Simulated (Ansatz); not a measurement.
cis-Ti(PH3)2Br4 (TiP₂H₆Br₄). Total charge 0; singlet. Geometry PBE-D4/def2-SVP, basis def2-TZVP, Ansatz.

```xyz
13

Br    1.153    1.720    2.598
Br    2.800   -1.430    1.074
Br    1.789    1.421   -1.000
Br   -0.755   -1.346    1.962
P     0.293   -1.485   -1.129
P    -1.218    1.418    0.268
Ti    0.957    0.070    0.889
H    -0.897   -1.215   -1.884
H     0.051   -2.870   -0.869
H     1.201   -1.602   -2.228
H    -2.254    1.524    1.248
H    -2.032    1.000   -0.837
H    -1.087    2.796   -0.093
```

| run | HOMO (eV) | LUMO (eV) |
| --- | --- | --- |
| A | -6.95 | -4.33 |
| B | -6.53 | -4.22 |
| C | -7.65 | -3.48 |
| D | -6.83 | -4.26 |

Task: The runs used B97M-V, PBE, PBE0, r2SCAN. Estimate which is which.

Result: A B97M-V (0 % exact exchange); B PBE (0 % exact exchange); C PBE0 (25 % exact exchange); D r2SCAN (0 % exact exchange). Exact exchange lowers occupied and raises empty levels; among semilocal functionals meta-GGAs tend to open the gap a little, and such runs are hard to tell apart. The gap grows from 2.31 eV (PBE) to 4.18 eV (PBE0).
